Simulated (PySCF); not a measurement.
C₆H₇O₃ (doublet state).
Z-matrix (Å and degrees, GFN2-xTB geometry), rows numbered from 1:
```
O 
C   1  1.2306
C   2  1.4235  1  123.61
C   3  1.4719  2  123.18  1   179.63
O   4  1.4147  3  117.04  2     6.19
C   5  1.3484  4  118.94  3    -8.61
C   6  1.5119  5  111.11  4  -175.56
O   7  1.3966  6  114.18  5  -167.63
C   6  1.3421  5  125.18  4     5.53
H   3  1.0780  2  119.56  1     2.14
H   4  1.1066  3  109.72  2  -115.97
H   4  1.1030  3  110.39  2   127.90
H   7  1.1008  6  108.15  5   -42.52
H   7  1.0948  6  108.89  5    74.18
H   8  0.9643  7  109.45  6    58.44
H   9  1.0774  2  117.90  1    -3.61
```

The hyperfine couplings belong to this conformer and change with its torsions.

Identity: `O=C1[CH]COC(CO)=C1` [radical].

Level of theory: PySCF, UKS B3LYP, pcH-1 on C H O, non-relativistic, mean-field spin-orbit, GIAO. Geometry: GFN2-xTB, one conformer, isolated molecule. A GFN2-xTB geometry isn't a minimum of the functional, and hyperfine couplings can be far from their values at a DFT geometry. Stability of the SCF solution: not tested.

Task: The isotropic 17O couplings are -13.9, -1.8 MHz. Assign them to O1; O5.

Result: 
```tsv
site	a_iso (MHz)	ρ(0) (bohr⁻³)	position	distance from C3 (Å)	spin population	largest |T| (MHz)
O1	-13.9	+0.0229	2 bonds from C3	2.34	+0.22	66.3
O5	-1.8	+0.0029	2 bonds from C3	2.46	+0.02	5.8
```

ρ(0) is the spin density at the nucleus and T the dipolar tensor; entries for several nuclei are means. Largest spin populations (Mulliken): C3 (+0.83), O1 (+0.22), C2 (-0.11) and C4 (-0.07). The angles at C3 add up to 360.0°, so it is planar; its axial dipolar tensor and the negative coupling of its proton fit spin in a p orbital normal to that plane.

β density exceeds α density at some nuclei, such as C2 (-0.0324), C4 (-0.0311) and H10 (-0.0115), spin density in bohr⁻³. In a single determinant that takes different orbitals for the two spins, that is spin polarisation.

Class means assume fast exchange of nuclei equivalent by connectivity; if that motion is slow, each nucleus keeps its own coupling. The 1H value of +138.0 MHz is a mean of couplings from 125.1 to 150.8 MHz in this one geometry, not an average over conformers.
